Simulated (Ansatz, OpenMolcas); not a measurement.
# How methods differ on C6H15B (triethylborane)

C6H15B: 22 atoms, total charge 0, spin state singlet. SMILES: `CCB(CC)CC`. Geometry: relaxed at PBE0-D4/def2-TZVP.

Quantity: the dipole moment, in D. The values are calculated.

| level | kind | program | value (D) |
| --- | --- | --- | --- |
| HF/ANO-RCC-MB (DKH2) | Hartree–Fock | OpenMolcas | 0.20 |
| HF/STO-3G | Hartree–Fock | Ansatz | 0.12 |
| HF/3-21G | Hartree–Fock | Ansatz | 0.07 |
| HF/def2-SVP | Hartree–Fock | Ansatz | 0.05 |
| B3LYP/6-31G* (spherical functions) | global hybrid | Ansatz | 0.09 |
| B3LYP/6-31G* (Cartesian functions) | global hybrid | Ansatz | 0.08 |
| B3LYP/def2-SVP | global hybrid | Ansatz | 0.08 |
| PBE0/def2-SVP | global hybrid | Ansatz | 0.09 |

The values span 0.05 to 0.20 D. Magnitudes only. Sets without polarisation functions give poor dipoles. Without the sets that lack polarisation functions the rows with a basis span only 0.05 to 0.09 D.
